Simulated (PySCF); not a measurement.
PBEsol on Co⁻ (cobalt, charge -1), [Ar] 3d8 4s2, high-spin 3F determinant. Computed with PySCF 2.14 in x2c-QZVPPall with one added diffuse shell each of s, p, d, f, g type (12s8p6d5f3g, 128 functions), with the spin-free X2C one-electron Hamiltonian (Gaussian nucleus).

```
cycle= 1 E= -1391.19222958314  delta_E= 0.586  |g|= 1.54  |ddm|= 1.35
cycle= 2 E= -1389.71802365593  delta_E= 1.47  |g|=  3.3  |ddm|= 5.04
cycle= 3 E= -1391.49187174416  delta_E= -1.77  |g|= 0.982  |ddm|= 4.78
cycle= 4 E= -1391.02705670564  delta_E= 0.465  |g|= 1.57  |ddm|= 1.78
cycle= 5 E= -1391.05483907525  delta_E= -0.0278  |g|= 1.51  |ddm|= 4.89
cycle= 6 E= -1391.37629265656  delta_E= -0.321  |g|= 1.17  |ddm|= 4.06
cycle= 7 E= -1391.82574236088  delta_E= -0.449  |g|= 0.0513  |ddm|= 1.73
cycle= 8 E= -1391.82742686701  delta_E= -0.00168  |g|= 0.0355  |ddm|= 0.137
cycle= 9 E= -1391.82760345416  delta_E= -0.000177  |g|= 0.0138  |ddm|= 0.048
cycle= 10 E= -1391.82764806453  delta_E= -4.46e-05  |g|= 0.00112  |ddm|= 0.012
cycle= 11 E= -1391.82764858469  delta_E= -5.2e-07  |g|= 3.11e-05  |ddm|= 0.00177
cycle= 12 E= -1391.82764858602  delta_E= -1.34e-09  |g|= 2.15e-05  |ddm|= 0.000164
cycle= 13 E= -1391.82764858621  delta_E= -1.88e-10  |g|= 6.37e-06  |ddm|= 4.22e-05
converged SCF energy = -1391.82764858621  <S^2> = 2.0290826  2S+1 = 3.0193261
```

Highest occupied orbital energy: 2.280 eV; ⟨L²⟩ = 12.03; populations by l: s 8.00, p 12.00, d 8.00, f 0.00.

**Question.** Can this result be used?

**Answer.** With care. The run converged. At PBEsol the highest occupied level has a positive energy, so only the finite basis holds that electron; in a semilocal or global hybrid functional this comes from self-interaction and does not mean that the real anion is unbound.
